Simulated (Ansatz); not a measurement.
Isolated molecules relaxed with PBE0-D4/def2-TZVP in Ansatz; ΔE leaves out vibrations. CCSD(T)/CBS is the MP2 limit (def2-TZVPP, def2-QZVPP) plus CCSD(T) − MP2 in def2-TZVPP, frozen cores. DFT in def2-TZVPP. For Ga, Ge outer-core shells are correlated without core-valence functions, which leaves a few kJ/mol of doubt a bond. Scalar relativity is left out up to krypton.

Reaction (germylene formation by 1,1-elimination): `[GaH2][CH2][GeH3]` → `[CH3][GaH2]` + `[GeH2]`

`[GaH2][CH2][GeH3]`:

Z-matrix (Å, degrees):
```
C
Ge 1 1.959
Ga 1 1.962 2 112.4
H 1 1.093 2 107.1 3 -121.7
H 1 1.093 2 107.1 3 121.6
H 2 1.540 1 111.0 3 -179.9
H 2 1.541 1 110.3 3 59.8
H 2 1.541 1 110.3 3 -59.6
H 3 1.571 1 119.8 2 89.4
H 3 1.571 1 119.8 2 -89.0
```

`[CH3][GaH2]`:

Cartesian coordinates in Å:
```
C -0.448 -0.698 -0.361
Ga 0.502 0.839 0.413
H -0.045 -1.619 0.075
H -1.519 -0.673 -0.154
H -0.290 -0.761 -1.439
H 1.936 1.226 -0.110
H -0.136 1.686 1.576
```

`[GeH2]`:

Z-matrix (Å, degrees):
```
Ge
H 1 1.595
H 1 1.594 2 90.6
```

```csv
level,ΔE (kcal/mol)
r2SCANh-D4,42.1
r2SCAN0-D4,42.5
```

Problem. What does CCSD(T)/CBS give? (An estimate is asked.)

Solution. Ansatz gave: +40.2 kcal/mol. The listed levels differ from it by 1.9, 2.3 kcal/mol.

Largest T1 diagnostic among the species: 0.012.

From PBE to PBE0 (25 % exact exchange), in def2-TZVPP and without D4, ΔE moves by +2.6 kcal/mol. The D4 term adds +3.3 kcal/mol with B3LYP and +1.8 kcal/mol with PBE0; it sums over pairs of atoms, weighted by their polarisabilities, and B3LYP, whose exchange is more repulsive, gets the larger term.

B3LYP here is the variant with VWN-RPA as its local correlation; programs differ in this.
